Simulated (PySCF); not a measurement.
V³⁺ (vanadium, charge +3) across methods

[Ar] 3d2, high-spin 3F determinant. Computed with PySCF 2.14 in aug-cc-pwCVTZ-DK (10s9p7d4f3g, 127 functions), with the spin-free X2C one-electron Hamiltonian (Gaussian nucleus).

```csv
method,E (hartree),mean ε 3p α (eV),mean ε 3p β (eV),mean ε 3d α (eV),Σ⟨r²⟩ (bohr²),⟨S²⟩
M06-2X,-947.314,-84.738,-81.592,-42.777,13.10,2.001
B97-3,-947.201,-81.722,-78.960,-40.816,13.07,2.001
BP86,-947.414,-78.057,-76.042,-38.405,13.12,2.000
PBE0,-947.104,-81.592,-78.795,-40.776,13.10,2.001
UHF,-946.39766,-91.098,-85.828,-47.311,13.05,2.003
r2SCAN,-947.268,-79.222,-76.754,-38.898,13.08,2.001
PBE,-947.057,-78.041,-75.949,-38.352,13.16,2.000
LDA,-945.053,-78.085,-76.031,-38.278,13.17,2.000
```
